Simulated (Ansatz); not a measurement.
C2H5BO2 can be A, `COBC=O`, or B, `CC1OB1O`.

Program: Ansatz. Geometries: PBE0-D4/def2-TZVP. ΔE: electronic, gas phase. CBS: MP2 limit from def2 TZ/QZ plus the TZ coupled-cluster correction, frozen cores. DFT in def2-TZVPP. B3LYP here is the variant with VWN-RPA as its local correlation; programs differ in this. Each species was taken in one conformer, which may not be the lowest.

Q: Which isomer does CCSD(T)/CBS put lower? Give the gap. (An estimate is asked.)

A: The calculation gave: B, by 126.0 kJ/mol.

Q: Give E(B) − E(A) in kJ/mol with LDA (SPW92), CCSD/def2-TZVPP, PBE-D4, HF/def2-TZVPP, PBE0-D4, BLYP-D4, B3LYP-D4. (Estimate.)

A: The calculation gave: LDA (SPW92) -159.0, CCSD/def2-TZVPP -119.8, PBE-D4 -133.2, HF/def2-TZVPP -90.7, PBE0-D4 -137.9, BLYP-D4 -108.4, B3LYP-D4 -115.2. None reverses the order clearly.

Q: Does the order hold for the free energy at 298.15 K (harmonic terms from PBE0-D4)? (Best estimate.)

A: The calculation gave: Yes: G(B) − G(A) = -113.1 kJ/mol, for one conformer each. Modes under 60 cm⁻¹, often nearly free rotors, make the harmonic entropy too high.

Largest T1 diagnostic: 0.015.

In def2-TZVPP, CCSD(T) changes the Hartree–Fock value by −30.9 kJ/mol (the triples alone add −1.9 kJ/mol) and MP2 by −47.4 kJ/mol. At CCSD(T), def2-SVP lies +13.6 kJ/mol from the extrapolated value and def2-TZVPP +4.3 kJ/mol.
